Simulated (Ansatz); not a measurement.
Relaxation of Cu3F4 with UKS r2SCAN-D4/def2-SVP.

```sh
$ ansatz run in.yaml --threads 4 --pin off --events-out ev --progress --plain --max-ram 4787MiB
```

```yaml
crystal:
  periodic: [false, false, false]
  atoms:
    - {symbol: Cu, position_ang: [-0.666480, 0.008800, -1.270690]}
    - {symbol: Cu, position_ang: [1.088570, -0.999910, 0.277230]}
    - {symbol: Cu, position_ang: [-0.524460, 0.807710, 1.063550]}
    - {symbol: F, position_ang: [0.510650, -0.411740, 2.070850]}
    - {symbol: F, position_ang: [1.076030, 0.970610, -0.391100]}
    - {symbol: F, position_ang: [-1.789180, 1.223990, -0.314230]}
    - {symbol: F, position_ang: [0.304880, -1.599460, -1.435600]}
basis:
  gaussian: {orbitals: def2-SVP}
magnetization: {spin_polarized: true, initial_magnetization: 1}
hamiltonian: {xc: r2scan, dispersion: d4}
scf: {lower_state_search: "off"}
output: {orbitals: {seedname: orbitals}}
relax: {f_tol: 0.02, max_steps: 100}
```

Run time 84 s (4 threads of Arm Neoverse V2 on a shared host).

Positions (Å) and forces (eV/Å) at steps 1, 2, 3, 4, 6, 7, 10 of 10:

```xyz
7
step=1 energy=-144761.3874 eV
Cu   -0.666    0.009   -1.271   -0.207   -0.019    0.006
Cu    1.089   -1.000    0.277   -0.329    0.317    0.165
Cu   -0.524    0.808    1.064    0.144   -0.086   -0.035
F     0.511   -0.412    2.071    0.141    0.003   -0.503
F     1.076    0.971   -0.391   -0.291   -0.428    0.207
F    -1.789    1.224   -0.314    0.285   -0.016   -0.031
F     0.305   -1.599   -1.436    0.257    0.228    0.191
7
step=2 energy=-144761.4333 eV
Cu   -0.691   -0.007   -1.273   -0.140    0.013    0.004
Cu    1.074   -1.004    0.287   -0.259    0.225    0.092
Cu   -0.527    0.804    1.070    0.105   -0.015   -0.062
F     0.528   -0.402    2.064    0.121   -0.053   -0.304
F     1.044    0.940   -0.387   -0.148   -0.250    0.151
F    -1.766    1.246   -0.319    0.154   -0.050   -0.031
F     0.339   -1.577   -1.443    0.168    0.130    0.149
7
step=3 energy=-144761.4618 eV
Cu   -0.726   -0.023   -1.280   -0.037   -0.019   -0.034
Cu    1.037   -1.006    0.300   -0.084   -0.012   -0.037
Cu   -0.521    0.809    1.070    0.026    0.060   -0.018
F     0.556   -0.395    2.050    0.047   -0.058    0.041
F     1.013    0.900   -0.371    0.047    0.069    0.034
F    -1.745    1.259   -0.325   -0.039   -0.013   -0.012
F     0.385   -1.543   -1.445    0.039   -0.027    0.026
7
step=4 energy=-144761.4430 eV rejected
Cu   -0.810   -0.086   -1.329    0.253   -0.049    0.178
Cu    0.921   -1.011    0.301    0.143    0.033   -0.049
Cu   -0.438    0.871    1.045    0.058   -0.004    0.051
F     0.586   -0.407    2.081   -0.166    0.075   -0.278
F     1.060    0.941   -0.291   -0.076   -0.063    0.068
F    -1.742    1.199   -0.333   -0.156    0.127    0.062
F     0.424   -1.509   -1.475   -0.056   -0.119   -0.032
7
step=6 energy=-144761.4643 eV rejected
Cu   -0.801   -0.113   -1.245    0.102    0.037   -0.059
Cu    0.983   -1.024    0.285   -0.043    0.161   -0.045
Cu   -0.439    0.899    1.038    0.018   -0.057    0.007
F     0.526   -0.420    2.034    0.017   -0.005    0.008
F     1.051    0.946   -0.299    0.034   -0.040    0.039
F    -1.753    1.234   -0.328   -0.043   -0.039    0.009
F     0.433   -1.523   -1.485   -0.086   -0.058    0.041
7
step=7 energy=-144761.4719 eV
Cu   -0.761   -0.068   -1.278   -0.009   -0.012   -0.001
Cu    0.985   -1.009    0.286    0.005   -0.002   -0.005
Cu   -0.462    0.867    1.050   -0.014    0.003    0.018
F     0.549   -0.410    2.043   -0.001   -0.002    0.002
F     1.042    0.939   -0.310    0.021    0.009   -0.005
F    -1.755    1.226   -0.326   -0.012    0.019   -0.001
F     0.404   -1.544   -1.465    0.009   -0.015   -0.008
7
step=10 energy=-144761.4723 eV
Cu   -0.779   -0.086   -1.269    0.002   -0.001    0.000
Cu    0.993   -0.998    0.277   -0.003    0.001   -0.004
Cu   -0.460    0.870    1.044    0.001   -0.001   -0.004
F     0.541   -0.415    2.038    0.000    0.002   -0.004
F     1.062    0.946   -0.293   -0.001   -0.003    0.004
F    -1.756    1.230   -0.329    0.000   -0.001    0.003
F     0.401   -1.547   -1.467    0.000    0.004    0.006
```

Another isomer (doublet) lies 0.03 eV lower at PBE0-D4/def2-TZVP.
